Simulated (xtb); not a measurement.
B₂Cl₄, charge -1, doublet, at a GFN2-xTB geometry (a state made from the parent by changing its charge; the spin is typed, not shown lowest). Base run: GFN0-xTB run with xtb.

The xtb input:
```
$ xtb mol.xyz --gfn 0 --chrg -1 --uhf 1 --json

# file mol.xyz
6

Cl    -1.64291971    -1.65347614    -0.11748101
B     -0.77888530    -0.07509813    -0.06334697
Cl    -1.92412213     1.30955110    -0.17262753
B      0.77888530     0.07509813     0.06334697
Cl     1.92412213    -1.30955110     0.17262753
Cl     1.64291971     1.65347614     0.11748101
```

Each row names what was changed in the base input (with any setting that the change needs).

```json
[
 {"change": "base", "ΔE vs base (kcal/mol)": "0.000"},
 {"change": "etemp = 10", "ΔE vs base (kcal/mol)": "0.000"},
 {"change": "acc = 1000", "ΔE vs base (kcal/mol)": "0.000"},
 {"change": "file = coord", "ΔE vs base (kcal/mol)": "0.000"}
]
```
